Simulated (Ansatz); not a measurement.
`O[SiH2]/C=C/[SiH3]` + `[NH2][AlH2]` → `[AlH2][NH][SiH3]` + `C=C[SiH2]O`  (ligand exchange at the Si–C bond)

Gas-phase electronic energies from Ansatz, PBE0-D4/def2-TZVP geometries. CCSD(T)/CBS adds triple-zeta CCSD(T) − MP2 to the extrapolated MP2 energy (def2 sets, frozen cores). This one scheme is used for every species. DFT in def2-TZVPP. One conformer a species, not always the lowest.

`O[SiH2]/C=C/[SiH3]`:

```xyz
13

O     2.413    0.238    1.265
Si    1.999   -0.711   -0.017
C     0.207   -0.484   -0.469
C    -0.637    0.266    0.248
Si   -2.431    0.512   -0.187
H     2.546    1.172    1.099
H     2.258   -2.109    0.407
H     2.837   -0.398   -1.209
H    -0.170   -0.984   -1.363
H    -0.250    0.755    1.144
H    -2.728    1.956   -0.393
H    -3.311    0.024    0.910
H    -2.732   -0.237   -1.435
```

`[NH2][AlH2]`:

```xyz
6

N     0.445   -0.194   -0.802
Al   -0.393    0.172    0.709
H     0.009   -0.583   -1.623
H     1.427   -0.044   -0.967
H    -1.945   -0.131    0.787
H     0.457    0.781    1.898
```

`[AlH2][NH][SiH3]`:

```xyz
9

Al   -0.187   -1.192    1.311
N    -0.379   -0.428   -0.288
Si    0.281    1.054   -0.879
H     0.706   -0.453    2.385
H    -0.927   -2.570    1.554
H    -0.957   -0.926   -0.954
H     1.151    0.846   -2.070
H     1.092    1.646    0.216
H    -0.780    2.023   -1.275
```

`C=C[SiH2]O`:

```xyz
10

C    -0.340   -0.233    1.588
C    -0.402    0.661    0.604
Si    0.333    0.364   -1.075
O     0.892   -1.181   -1.221
H     0.160   -1.188    1.454
H    -0.776   -0.052    2.566
H    -0.910    1.606    0.797
H    -0.702    0.660   -2.108
H     1.507    1.241   -1.306
H     0.240   -1.878   -1.299
```

```json
{"level": "r2SCANh", "ΔE (kJ/mol)": "-51.4"}
{"level": "HF/def2-QZVPP", "ΔE (kJ/mol)": "-64.0"}
```

What does CCSD(T)/CBS give? (Best estimate.)

Computed: -52.9 kJ/mol. The listed levels differ from it by 1.5, -11.1 kJ/mol.

Largest T1 diagnostic among the species: 0.012.

Leaving LDA and LC-ωPBE aside and taking each functional with its dispersion term where it has one, the values, not all of them listed here, spread over 14.0 kJ/mol, from BHLYP-D4 to revPBE-D4. From PBE to PBE0 (25 % exact exchange), in def2-TZVPP and without D4, ΔE moves by −4.6 kJ/mol. In def2-TZVPP, CCSD(T) changes the Hartree–Fock value by +9.6 kJ/mol (the triples alone add +1.6 kJ/mol) and MP2 by +8.7 kJ/mol.
